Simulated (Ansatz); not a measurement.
`[Ag][S]c1ccc(C#Cc2ccc(C#Cc3ccccc3)cc2)cc1` with charge +1. Total charge 1; doublet. Geometry PBE-D4/def2-SVP, that of the neutral singlet.

```tsv
atom	x (Å)	y (Å)	z (Å)
Ag1	-5.364	-1.954	8.984
S2	-4.466	-3.811	7.863
C3	-3.677	-3.052	6.459
C4	-2.294	-2.755	6.491
C5	-1.649	-2.239	5.366
C6	-2.366	-2.000	4.163
C7	-1.714	-1.470	3.019
C8	-1.147	-1.009	2.024
C9	-0.494	-0.482	0.879
C10	-1.212	-0.245	-0.325
C11	-0.572	0.274	-1.447
C12	0.816	0.580	-1.420
C13	1.468	1.112	-2.563
C14	2.033	1.578	-3.556
C15	2.684	2.126	-4.697
C16	4.071	2.429	-4.663
C17	4.704	2.971	-5.787
C18	3.975	3.221	-6.963
C19	2.603	2.924	-7.008
C20	1.959	2.382	-5.890
C21	1.534	0.342	-0.216
C22	0.894	-0.177	0.907
C23	-3.754	-2.308	4.133
C24	-4.393	-2.826	5.259
H25	-1.732	-2.939	7.418
H26	-0.573	-2.011	5.400
H27	-2.286	-0.477	-0.360
H28	-1.139	0.454	-2.373
H29	4.637	2.232	-3.741
H30	5.780	3.201	-5.747
H31	4.478	3.647	-7.844
H32	2.026	3.117	-7.926
H33	0.885	2.149	-5.922
H34	2.608	0.574	-0.181
H35	1.461	-0.357	1.832
H36	-4.319	-2.134	3.205
H37	-5.466	-3.068	5.227
```

In the def2 sets Ag takes a core potential; there is no spin–orbit coupling. Single mean-field runs in def2-TZVP are fitted with def2-universal-jkfit.

(1) Estimate the α-spin orbital energies around the gap (eV) in Ansatz with PBE-D4/def2-TZVP, r2SCANh-D4/def2-TZVP, PBE0-D4/def2-TZVP.

Results:

(1) 
| orbital | PBE-D4/def2-TZVP | r2SCANh-D4/def2-TZVP | PBE0-D4/def2-TZVP |
| --- | --- | --- | --- |
| HOMO−5 | -9.47 | -10.04 | -10.49 |
| HOMO−4 | -9.40 | -9.99 | -10.42 |
| HOMO−3 | -9.07 | -9.57 | -9.95 |
| HOMO−2 | -8.65 | -9.10 | -9.47 |
| HOMO−1 | -8.16 | -8.68 | -9.19 |
| HOMO | -8.13 | -8.57 | -8.92 |
| LUMO | -6.31 | -5.83 | -5.51 |
| LUMO+1 | -5.74 | -5.41 | -5.08 |
| LUMO+2 | -4.71 | -4.28 | -3.89 |
| LUMO+3 | -4.45 | -3.97 | -3.57 |
| LUMO+4 | -4.36 | -3.86 | -3.46 |
| LUMO+5 | -3.95 | -3.38 | -2.98 |
| β HOMO | -8.09 | -8.62 | -8.97 |
| β LUMO | -7.94 | -7.84 | -7.69 |
